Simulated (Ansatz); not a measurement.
A nudged elastic band was laid between two geometries of C2H8SiSnTe (13 atoms, charge 0, multiplicity 1).

These are results of RKS PBE0-D4/def2-SVP (Ansatz), not measurements.

```
movable images  : 7
climbing image  : yes
spring          : 5.0 eV/Å²
optimiser       : quadratic models (default)
start path      : through a guess of the saddle point
force threshold : 0.05 eV/Å
iteration limit : 42
end points      : relaxed
```

First end point:

```xyz
13
Properties=species:S:1:pos:R:3
C -1.560 -0.475 -0.151
C -0.143 0.057 -0.223
Si 1.236 -1.199 -0.386
Sn 0.343 1.831 0.904
Te 0.155 1.677 -1.785
H -1.810 -1.069 -1.047
H -2.311 0.326 -0.076
H -1.679 -1.135 0.727
H 1.127 -2.221 0.708
H 2.563 -0.521 -0.275
H 1.151 -1.915 -1.698
H -0.944 2.580 1.734
H 1.892 2.029 1.584
```

Last end point:

```xyz
13
Properties=species:S:1:pos:R:3
C -1.550 -0.519 0.073
C -0.167 0.030 -0.212
Si 1.225 -1.210 -0.389
Sn 0.377 1.927 0.658
Te -0.086 1.473 -1.963
H -1.878 -1.207 -0.724
H -2.314 0.270 0.152
H -1.550 -1.086 1.021
H 1.024 -2.067 -1.601
H 1.262 -2.108 0.815
H 2.536 -0.503 -0.494
H -0.840 2.746 1.527
H 1.980 2.220 1.153
```

(1) What changes between the two ends?

(2) Give the energies along the band, and the barrier.

(3) What is the geometry of the highest image?

(4) What are the harmonic wavenumbers there?

## Answers

(1) No bond is made or broken. The dihedral Te5–C2–Si3–H11 goes from -65 to 56°. The two ends are copies of one structure, up to a mirror image or an exchange of like atoms.

(2) The run converged. The highest image is number 4 of 0 to 8, 0.162 eV above the ends, which have the same energy within 2 meV. A vibrational analysis at the climbing image gives one clearly imaginary mode, 178i cm⁻¹: a first-order saddle point.

```csv
image,path coordinate (Å),energy (eV),dihedral Te5–C2–Si3–H11 (°)
0,0.00,0.000,-65
1,0.58,0.023,-51
2,1.16,0.082,-36
3,1.74,0.140,-21
4,2.32,0.162,-6
5,2.92,0.137,10
6,3.52,0.080,26
7,4.13,0.024,41
8,4.73,0.000,56
```

(3) 
```xyz
13
Properties=species:S:1:pos:R:3
C -1.536 -0.499 0.038
C -0.150 0.050 -0.250
Si 1.232 -1.231 -0.379
Sn 0.358 1.938 0.670
Te -0.119 1.552 -1.953
H -1.871 -1.180 -0.764
H -2.296 0.293 0.129
H -1.539 -1.078 0.979
H 0.619 -2.598 -0.307
H 2.198 -1.105 0.761
H 2.010 -1.122 -1.648
H -0.852 2.713 1.590
H 1.966 2.235 1.149
```

(4) 178i, 112, 162, 181, 205, 237, 254, 369, 401, 419, 431, 448, 651, 673, 682, 782, 929, 938, 949, 1029, 1083, 1122, 1387, 1448, 1463, 1938, 1956, 2202, 2206, 2241, 3026, 3110, 3133 cm⁻¹.

Time of the run: 6 min on 2 threads of Arm Neoverse V1, with other jobs on the host, peak memory 0.48 GiB.
